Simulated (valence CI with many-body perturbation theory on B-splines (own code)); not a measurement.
Values are calculated unless marked as measured or tabulated.
# Ladder of approximations for Lu XLVIII

Method: valence CI with perturbative core correlation (CI+MBPT): six valence electrons over a frozen Dirac-Fock core [Ar], a basis of 7 s, 7 p, 8 d, 6 f, 4 g, 1 h functions for each j, with the one-electron correlation potential Σ1, the two-electron term Σ2, the three-electron term Σ3, Breit, model QED; selected CI, second order for the rest, scaled by the run's own slope (own B-spline code, finite nucleus).

The last digits are not significant, and no measured levels were compared; by estimate large intervals hold to a few tenths of a per cent, small ones and those within an open d or f shell to about a per cent. Core correlation moves these levels by up to 14000 cm⁻¹, and in measured spectra 5 to 20 % of such shifts remained as error; rates that hang on mixing are uncertain with them. Among the levels kept, up to 1000 cm⁻¹ of a level comes from second order outside the variational space, and about a tenth of that is noise between levels of different J, which matters for small intervals. The list stops below the first excitations out of the core. Only levels of the ground parity were solved; by the run's estimate the other parity begins above the list, which can be wrong where configurations are misplaced.

Each rung adds one term. CI alone is the Dirac-Coulomb CI over the frozen core; QED comes last and gives the full result, which names the levels. Energies are above (3d3/2^4 3d5/2^2) J=4 on the same rung, in eV.

Levels are named by their leading jj configuration (3d3/2^4 stands for four electrons in 3d with j = 3/2), which in mixed levels can hold well under half, so a name can repeat and another be missing. Letters in brackets count levels of one name in rising energy.

| Level | CI alone |
| --- | --- |
| (3d3/2^4 3d5/2^2) J=2 | 7.16 |
| (3d3/2^4 3d5/2^2) J=0 | 23.04 |
| (3d3/2^3 3d5/2^3) J=3 [a] | 50.41 |
| (3d3/2^3 3d5/2^3) J=4 [a] | 52.43 |
| (3d3/2^3 3d5/2^3) J=1 [a] | 54.75 |
| (3d3/2^3 3d5/2^3) J=6 | 61.47 |
| (3d3/2^3 3d5/2^3) J=5 | 60.90 |
| (3d3/2^3 3d5/2^3) J=2 [a] | 66.83 |
| (3d3/2^3 3d5/2^3) J=3 [b] | 68.21 |
| (3d3/2^3 3d5/2^3) J=0 | 77.41 |
| (3d3/2^3 3d5/2^3) J=4 [b] | 81.25 |
| (3d3/2^3 3d5/2^3) J=2 [b] | 81.14 |
| (3d3/2^3 3d5/2^3) J=1 [b] | 80.97 |
| (3d3/2^3 3d5/2^3) J=3 [c] | 83.71 |
| (3d3/2^2 3d5/2^4) J=2 [a] | 106.89 |
| (3d3/2^2 3d5/2^4) J=0 [a] | 109.43 |

**Question.** What do these energies become with core correlation, Breit and QED?

**Answer.** (3d3/2^4 3d5/2^2) J=2 7.20 (+0.040); (3d3/2^4 3d5/2^2) J=0 23.55 (+0.502); (3d3/2^3 3d5/2^3) J=3 [a] 50.53 (+0.120); (3d3/2^3 3d5/2^3) J=4 [a] 52.24 (-0.189); (3d3/2^3 3d5/2^3) J=1 [a] 55.08 (+0.334); (3d3/2^3 3d5/2^3) J=6 59.67 (-1.794); (3d3/2^3 3d5/2^3) J=5 59.70 (-1.200); (3d3/2^3 3d5/2^3) J=2 [a] 66.00 (-0.829); (3d3/2^3 3d5/2^3) J=3 [b] 67.34 (-0.879); (3d3/2^3 3d5/2^3) J=0 76.43 (-0.988); (3d3/2^3 3d5/2^3) J=4 [b] 80.04 (-1.210); (3d3/2^3 3d5/2^3) J=2 [b] 80.46 (-0.672); (3d3/2^3 3d5/2^3) J=1 [b] 80.78 (-0.195); (3d3/2^3 3d5/2^3) J=3 [c] 82.80 (-0.910); (3d3/2^2 3d5/2^4) J=2 [a] 106.68 (-0.207); (3d3/2^2 3d5/2^4) J=0 [a] 109.69 (+0.258).

**Question.** How does the ionisation energy move along the ladder, and which term matters most?

**Answer.** CI alone 4072.2, + Σ1 4074.4, + Σ2 4087.3, + Σ3 4087.6, + Breit 4085.9, + QED 4086.0 eV. The largest step is Σ2, 12.9 eV. NIST lists 4086 ± 4 eV (theoretical).
